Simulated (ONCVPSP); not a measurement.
Ni (Z = 28), ONCV: configuration errors across variants

| Quantity | Value |
| --- | --- |
| Element | Ni |
| Generator | ONCVPSP 4.0.1 |
| Type | optimised norm-conserving Vanderbilt (ONCV) |
| Functional | PBE |
| Relativity | scalar-relativistic |
| Frozen core | [Ne] |
| Valence charge | 18 |
| Reference configuration | 3s2 3p6 3d8 4s2 |
| Partial waves | 3s+4s: rc 1.25 bohr, ncon 4, nbas 8, qcut 8.6 1/bohr, 2 projectors; 3p: rc 1.05 bohr, ncon 4, nbas 9, qcut 14 1/bohr, 2 projectors, debl 0.4 Ha; 3d: rc 1.10 bohr, ncon 4, nbas 8, qcut 17.1 1/bohr, 2 projectors, debl 1.2 Ha; f scattering state at 0.17 Ha: rc 0.95 bohr, ncon 4, nbas 8, qcut 13.2 1/bohr, local |
| Local potential | the f channel |
| Core correction | Teter function, fcfact 2.25, rcfact 1.55 |

In the p channel the program set the typed energies aside and used -2.623, 0.250 Ha.

All-electron excitation energies from the reference (eV): (1) 3s2 3p6 3d8 4s1 9.323; (2) 3s2 3p6 3d8 4s0 26.674; (3) 3s2 3p6 3d7 4s0 64.140; (4) 3s2 3p6 3d8 4s1.5 3.718.

1 further variants failed, have other tests or too few solved ones, and are left out.

Errors AE − PS in meV (a dash: test not solved or not reliable):

```tsv
change	(1)	(2)	(3)	(4)	bound ghosts	GHOST(+) flags above zero
base	-0.4	-0.1	-6.3	-0.2	none	none
all radii but the core radius scaled by about 0.76 (s 0.96, p 0.80, d 0.84, f 0.72 bohr)	-0.3	-0.2	-5.5	-0.2	none	none
all radii but the core radius scaled by about 0.86 (s 1.08, p 0.90, d 0.94, f 0.82 bohr)	-0.3	-0.1	-6.4	-0.2	none	none
all radii but the core radius scaled by about 0.93 (s 1.16, p 0.98, d 1.02, f 0.88 bohr)	-0.4	-0.1	-6.6	-0.2	none	none
all radii but the core radius scaled by about 1.09 (s 1.36, p 1.14, d 1.20, f 1.04 bohr)	-0.4	-0.1	-5.1	-0.2	none	none
all radii but the core radius scaled by about 1.18 (s 1.48, p 1.24, d 1.30, f 1.12 bohr)	-0.4	-0.2	-4.4	-0.3	none	none
```

(1) Give the same row for: all radii but the core radius scaled by about 1.25 (s 1.56, p 1.30, d 1.38, f 1.18 bohr).

Results:

(1) -0.3, +0.3, -1.0, -0.2; bound ghosts: none; GHOST(+) flags above zero: none.
